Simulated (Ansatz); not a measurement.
Total energies of Br$_{4}$Ti, SMILES `[Br][Ti]([Br])([Br])[Br]`.

Z-matrix (Å, degrees):
```
Ti
Br 1 2.314
Br 1 2.314 2 109.5
Br 1 2.314 2 109.5 3 120.0
Br 1 2.314 2 109.5 3 -120.0
```

The species carries charge 0 and has multiplicity 1. Correlated methods include outer-core shells of Br, Ti, which these sets cover unevenly. Scalar relativity is left out up to krypton. All single points use the PBE0-D4/def2-TZVP geometry. Basis def2-TZVPP, the Gaussian-basis code of Ansatz.

```tsv
functional	energy without D4 (Eh)	D4 term (kJ/mol)
revPBE	-11145.39133	-55.1
BLYP	-11146.51101	-57.7
r2SCAN	-11146.29716	-6.0
B97M-V	-11144.31135	–
PBE0	-11144.96914	-25.0
r2SCAN0	-11146.24317	-7.9
HSE06 (plane-wave form)	-11144.97962	-24.2
BHLYP	-11146.27450	-48.9
CAM-B3LYP	-11146.88221	-27.0
LC-ωPBE	-11144.73089	–
ωB97X-V	-11145.27979	–
ωB97M-V	-11145.72050	–
B2PLYP	-11144.68441	–
PBE-QIDH	-11143.62808	–
```

Give the same for LDA (SPW92), PBE, B3LYP, r2SCANh. (Best estimate.)

Computed: 
| functional | energy without D4 (Eh) | D4 term (kJ/mol) |
| --- | --- | --- |
| LDA (SPW92) | -11130.13603 | – |
| PBE | -11144.61711 | -28.3 |
| B3LYP | -11146.48915 | -47.3 |
| r2SCANh | -11146.27414 | -6.9 |

B3LYP takes the VWN-RPA correlation (the form of Gaussian; ORCA's B3LYP/G). HSE06 is the plane-wave form, built on full-range PBE exchange. The double hybrids freeze the cores in their second-order part.

LC-ωPBE has ω = 0.4 bohr⁻¹.
